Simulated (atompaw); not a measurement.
What the settings do to the PAW (atompaw) potential of magnesium

Base potential:

* Element: magnesium
* Generator: atompaw 4.2.0.5
* Type: PAW
* Functional: LDA (PW92)
* Relativity: scalar-relativistic
* Frozen core: [He]
* Valence charge: 10
* Reference configuration: 2s2 2p6 3s1 3p0 (charge +1)
* Partial waves: 2s (bound): rc 1.15 bohr; 3s (bound): rc 1.40 bohr; 2p (bound): rc 0.65 bohr; 3p (bound, empty): rc 1.35 bohr; 3d channel at -0.1 Ry: rc 1.40 bohr
* Local potential: troulliermartins scheme with l = 3 at -0.5 Ry, radius 0.90 bohr
* Core correction: smooth core density matched at 1.15 bohr
* Augmentation charge: sinc compensation charge, radius 1.05 bohr; PAW radius 1.40 bohr; waves and projectors: modrrkj vanderbiltortho

Cutoffs, loose and tight: the cutoffs (Ry, on a coarse ladder) from which the occupation-weighted sum of valence levels, in a spherical-Bessel basis at the reference potential, stays within 10 and 1 mRy of its value at 400 Ry. They see the waves, projectors and local potential, not the compensation charge or the core. A dash means not determined.

```tsv
change	outcome	cutoff, loose	cutoff, tight	bound ghosts
base	generated	160 Ry	300 Ry	none
all radii scaled by about 0.74 (s 0.86, p 0.48, d 1.04 bohr); local potential troulliermartins scheme with l = 3 at -0.5 Ry, radius 0.66 bohr; augmentation sinc compensation charge, radius 0.78 bohr; PAW radius 1.04 bohr; waves and projectors: modrrkj vanderbiltortho; core correction smooth core density matched at 0.86 bohr	generated	260 Ry	over 300 Ry	none
all radii scaled by about 0.90 (s 1.04, p 0.58, d 1.26 bohr); local potential troulliermartins scheme with l = 3 at -0.5 Ry, radius 0.82 bohr; augmentation sinc compensation charge, radius 0.94 bohr; PAW radius 1.26 bohr; waves and projectors: modrrkj vanderbiltortho; core correction smooth core density matched at 1.04 bohr	generated	200 Ry	over 300 Ry	none
all radii scaled by about 0.94 (s 1.08, p 0.62, d 1.32 bohr); local potential troulliermartins scheme with l = 3 at -0.5 Ry, radius 0.86 bohr; augmentation sinc compensation charge, radius 1.00 bohr; PAW radius 1.32 bohr; waves and projectors: modrrkj vanderbiltortho; core correction smooth core density matched at 1.08 bohr	generated	180 Ry	300 Ry	none
all radii scaled by about 1.10 (s 1.26, p 0.72, d 1.54 bohr); local potential troulliermartins scheme with l = 3 at -0.5 Ry, radius 0.98 bohr; augmentation sinc compensation charge, radius 1.16 bohr; PAW radius 1.54 bohr; waves and projectors: modrrkj vanderbiltortho; core correction smooth core density matched at 1.26 bohr	generated	140 Ry	260 Ry	none
all radii scaled by about 1.20 (s 1.38, p 0.78, d 1.68 bohr); local potential troulliermartins scheme with l = 3 at -0.5 Ry, radius 1.08 bohr; augmentation sinc compensation charge, radius 1.26 bohr; PAW radius 1.68 bohr; waves and projectors: modrrkj vanderbiltortho; core correction smooth core density matched at 1.38 bohr	generated	140 Ry	230 Ry	none
```

Task: What comes out with this change to the base: all radii scaled by about 1.17 (s 1.34, p 0.76, d 1.64 bohr); local potential troulliermartins scheme with l = 3 at -0.5 Ry, radius 1.06 bohr; augmentation sinc compensation charge, radius 1.22 bohr; PAW radius 1.64 bohr; waves and projectors: modrrkj vanderbiltortho; core correction smooth core density matched at 1.34 bohr?

Result: outcome: generated; cutoff, loose: 160 Ry; cutoff, tight: 230 Ry; bound ghosts: none.

Task: What comes out with this change to the base: all radii scaled by about 1.30 (s 1.50, p 0.84, d 1.82 bohr); local potential troulliermartins scheme with l = 3 at -0.5 Ry, radius 1.18 bohr; augmentation sinc compensation charge, radius 1.36 bohr; PAW radius 1.82 bohr; waves and projectors: modrrkj vanderbiltortho; core correction smooth core density matched at 1.50 bohr?

Result: outcome: generated; cutoff, loose: 140 Ry; cutoff, tight: 200 Ry; bound ghosts: none.

Task: What comes out with this change to the base: all radii scaled by about 0.83 (s 0.96, p 0.54, d 1.16 bohr); local potential troulliermartins scheme with l = 3 at -0.5 Ry, radius 0.74 bohr; augmentation sinc compensation charge, radius 0.88 bohr; PAW radius 1.16 bohr; waves and projectors: modrrkj vanderbiltortho; core correction smooth core density matched at 0.96 bohr?

Result: outcome: generated; cutoff, loose: 230 Ry; cutoff, tight: over 300 Ry; bound ghosts: none.

Reading the sweep of the scale of all radii (base = 1) (base included, trends over the rows without a ghost): The loose cutoff falls from 260 Ry at 0.74 to 140 Ry at 1.3, with one reversal. A larger radius leaves more room for a smooth pseudo-wave, so fewer plane waves are needed; a smaller one forces it to follow the all-electron wave where it bends sharply.
